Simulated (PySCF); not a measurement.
Excitation energy of B by level of theory

B [He] 2s2 2p1 (2P) → B [He] 2s1 2p2 (4P), as a difference of total energies. Computed with PySCF 2.14 in aug-cc-pCVTZ-DK (7s6p4d2f, 59 functions), with scalar relativity by spin-free X2C-1e. Correlated levels: valence: 1s2 frozen; valence and next inner shell: nothing frozen. The calculations carry no spin-orbit coupling.

```tsv
method	excitation energy (eV)
UHF	2.202
LDA	3.297
PBE	3.288
PBE0	3.234
r2SCAN	2.946
PBEsol	3.223
M06	3.553
BP86	3.414
B97-3	3.468
MP2 (valence)	3.117
SCS-MP2 (valence)	3.493
MP2 (valence and next inner shell)	3.129
SCS-MP2 (valence and next inner shell)	3.508
```

How much does correlation contribute at MP2 (valence and next inner shell)?

3.129 − (2.202) = 0.927 eV, measured against UHF.
